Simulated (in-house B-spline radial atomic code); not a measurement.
Inner levels of osmium as electrons are removed. A shift is the extra binding of the orbital against the neutral atom ([Xe] 4f14 5d3/2(4) 5d5/2(2) 6s2). The density at the nucleus is averaged over the nuclear charge. Computed with a B-spline radial code for spherical atoms: Dirac-Hartree-Fock, jj configuration that fills j = l - 1/2 first, finite nuclei.

A number in brackets counts the electrons of a j subshell.

| ion | configuration | shift of 2p1/2 (eV) | shift of 3d5/2 (eV) | shift of 3p3/2 (eV) | radius of 2p1/2 (bohr) | radius of 3d5/2 (bohr) | radius of 3p3/2 (bohr) | Σ<r²> (bohr²) | change of density at nucleus (bohr⁻³) |
| --- | --- | --- | --- | --- | --- | --- | --- | --- | --- |
| Os28+ | [Kr] 4d10 4f5/2(2) | 961.42 | 962.08 | 961.71 | 0.061406 | 0.17688 | 0.19733 | 4.9679 | -543.56 |
| Os29+ | [Kr] 4d10 4f5/2(1) | 1023.73 | 1025.55 | 1024.7 | 0.061409 | 0.17677 | 0.19721 | 4.7017 | -371.56 |
| Os30+ | [Kr] 4d10 | 1087.54 | 1090.47 | 1089.08 | 0.061413 | 0.17664 | 0.19708 | 4.4478 | -191.34 |
| Os31+ | [Kr] 4d3/2(4) 4d5/2(5) | 1156.83 | 1153.62 | 1151.92 | 0.061408 | 0.1767 | 0.19687 | 4.1849 | 59.29 |
| Os32+ | [Kr] 4d3/2(4) 4d5/2(4) | 1227.3 | 1217.7 | 1215.65 | 0.061403 | 0.17649 | 0.19664 | 3.9298 | 316.97 |
| Os33+ | [Kr] 4d3/2(4) 4d5/2(3) | 1298.94 | 1282.7 | 1280.27 | 0.061397 | 0.17628 | 0.19641 | 3.6822 | 581.67 |
| Os34+ | [Kr] 4d3/2(4) 4d5/2(2) | 1371.76 | 1348.6 | 1345.76 | 0.061391 | 0.17607 | 0.19617 | 3.4416 | 853.41 |
| Os35+ | [Kr] 4d3/2(4) 4d5/2(1) | 1445.74 | 1415.41 | 1412.13 | 0.061385 | 0.17584 | 0.19592 | 3.208 | 1132.19 |
| Os36+ | [Kr] 4d3/2(4) | 1520.89 | 1483.13 | 1479.36 | 0.061378 | 0.17561 | 0.19567 | 2.9809 | 1418.02 |
| Os37+ | [Kr] 4d3/2(3) | 1597.13 | 1553.79 | 1548.54 | 0.061366 | 0.17533 | 0.19542 | 2.7653 | 1725.37 |
| Os38+ | [Kr] 4d3/2(2) | 1674.52 | 1625.38 | 1618.59 | 0.061354 | 0.17505 | 0.19517 | 2.5557 | 2040.09 |
| Os39+ | [Kr] 4d3/2(1) | 1753.03 | 1697.9 | 1689.51 | 0.061341 | 0.17475 | 0.19491 | 2.3518 | 2362.19 |
| Os40+ | [Ar] 3d10 4s2 4p6 | 1832.69 | 1771.35 | 1761.3 | 0.061327 | 0.17446 | 0.19464 | 2.1535 | 2691.66 |
| Os41+ | [Ar] 3d10 4s2 4p1/2(2) 4p3/2(3) | 1912.84 | 1842.8 | 1830.62 | 0.061312 | 0.1742 | 0.19466 | 1.9524 | 3061.98 |
| Os42+ | [Ar] 3d10 4s2 4p1/2(2) 4p3/2(2) | 1993.91 | 1914.94 | 1900.58 | 0.061297 | 0.17394 | 0.19446 | 1.7555 | 3439.04 |
| Os43+ | [Ar] 3d10 4s2 4p1/2(2) 4p3/2(1) | 2075.91 | 1987.78 | 1971.19 | 0.061281 | 0.17367 | 0.19424 | 1.5627 | 3822.84 |
| Os44+ | [Ar] 3d10 4s2 4p1/2(2) | 2158.83 | 2061.31 | 2042.44 | 0.061265 | 0.1734 | 0.19402 | 1.3739 | 4213.4 |
